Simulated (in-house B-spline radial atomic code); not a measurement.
Configurations of Pd6+, with energies counted from [Kr] 4d4. Method: scalar-relativistic (X2C) TPSSh, spin-polarised, spherical fractional occupations, exact exchange averaged over the configuration, Fermi nucleus of rms radius 4.5318 fm. Calculated with a radial B-spline atomic code at the basis-set limit. Shells without spins written out take the highest spin.

Occupations are held fixed; configurations that lie above the ionisation limit could autoionise.

```json
{"configuration": "[Ar] 3d10 4s2 4p5 4d5", "E - E(ref) (eV)": "47.964", "highest orbital": "4d up", "its <r> (bohr)": "1.148"}
{"configuration": "[Ar] 3d10 4s2 4p5 4d4 5f1", "E - E(ref) (eV)": "119.33", "highest orbital": "5f up", "its <r> (bohr)": "3.473"}
{"configuration": "[Ar] 3d9 4s2 4p6 4d5", "E - E(ref) (eV)": "341.26", "highest orbital": "4d up", "its <r> (bohr)": "1.119"}
{"configuration": "[Ar] 3d9 4s2 4p6 4d4 5f1", "E - E(ref) (eV)": "414.72", "highest orbital": "5f up", "its <r> (bohr)": "3.425"}
```

(1) Order these further configurations by energy, lowest first.
A. [Ar] 3d9 4s2 4p6 4d4 4f1
B. [Kr] 4d3 5s1
C. [Ar] 3d9 4s2 4p6 4d4 5s1
D. [Ar] 3d10 4s2 4p5 4d4 5p1
E. [Ar] 3d10 4s2 4p5 4d4 4f1

## Answers

(1) B (27.679 eV), D (87.999 eV), E (98.722 eV), C (371.97 eV), A (393.93 eV).
